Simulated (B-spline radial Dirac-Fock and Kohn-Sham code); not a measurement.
## Compton profile of Ce²⁸⁺

System: cerium as Ce²⁸⁺, configuration [Ar] 3d10 4s2.

These are calculated numbers from a radial finite-basis atomic code; the model is the impulse approximation on Dirac-Fock orbitals of the configuration average with a finite nucleus. pz is in atomic units of momentum; subshell profiles are per electron, for a selection of subshells; open shells are spread over both j values by their weights.

```
 pz    J total   J 2p3/2   J 3s1/2   J 3d5/2   J 4s1/2
1.4      1.563    0.0257    0.0968    0.0445     0.129
1.6      1.525    0.0257    0.0937    0.0445     0.114
1.8      1.487    0.0257    0.0902    0.0445    0.0994
  2      1.450    0.0257    0.0865    0.0445    0.0857
2.5      1.363    0.0257    0.0764    0.0444    0.0568
  3      1.291    0.0256    0.0658    0.0443    0.0380
  4      1.178    0.0255    0.0453    0.0438    0.0248
  5      1.074    0.0254    0.0289    0.0425    0.0241
  7     0.8289    0.0246    0.0117    0.0368    0.0144
 10     0.5138    0.0223   0.00814    0.0239   0.00296
 15     0.2457    0.0163   0.00535   0.00805   0.00203
 20     0.1296    0.0102   0.00165   0.00237  0.000689
 30    0.04586   0.00320  0.000258  0.000229  7.69e-05
 40    0.02050  0.000953  0.000236  3.02e-05  6.87e-05
 60   0.005882  0.000108  0.000101  1.18e-06  2.97e-05
100  0.0009017  4.21e-06  1.42e-05    < 1e-6  4.14e-06
```

Question: What is the peak value J(0), and which subshell contributes most to it?

Answer: J(0) = 1.719. The 4s1/2 subshell gives the largest part, 23 %.

Mean momentum ⟨p⟩ by subshell (a.u.): 1s1/2 55.1, 2s1/2 19.6, 2p1/2 26.1, 2p3/2 24.4, 3s1/2 9.93, 3p1/2 11.8, 3p3/2 11.3, 3d3/2 13.5, 3d5/2 13.3, 4s1/2 5.89.
